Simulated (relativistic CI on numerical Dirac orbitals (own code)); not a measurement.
Computed by Dirac-Coulomb-Breit CI, KLI orbitals optimised for each configuration, a model potential for QED, unscaled Slater integrals (own radial code, finite nucleus).

The strongest absorption lines from the ground level of an ion, among the configurations computed and to levels below about 286 eV (vacuum wavelength in nm, gf): 5.5820 (0.14), 5.6313 (0.24), 5.8394 (0.23), 6.0317 (0.78), 6.0524 (0.75), 6.0828 (0.24), 6.1450 (0.4), 6.1669 (0.26).

(1) Which ion is it?
A. Ag²⁴⁺
B. Sb²⁸⁺
C. In²⁶⁺
D. I³⁰⁺

Answers

(1) C. In²⁶⁺ has 23 electrons and the ground level 3s²3p⁶3d⁵ ⁶S5/2; the strongest line goes to 3s²3p⁵3d⁶ ⁶P°3/2. The pattern of lines fixes the number of electrons, and along that sequence the line energies rise steadily with the charge (about as its square where n changes within one kind of shell, about linearly where n is kept but much faster in heavy ions where fine structure, which grows about as Z⁴, sets the gap, and irregularly where shells cross), which fixes Z. Configurations outside the model, such as inner-shell arrays, can give stronger lines. At this charge energies of transitions that change n are usually good to better than 1 %, and those within a shell (Δn = 0) to a few per cent. Terms inside the open d or f shell come out 10 to 20 % too wide with unscaled integrals.

LS names give the leading component of a level, which can be under half, so a name can repeat, a term be missing and a line seem to break the LS rules.
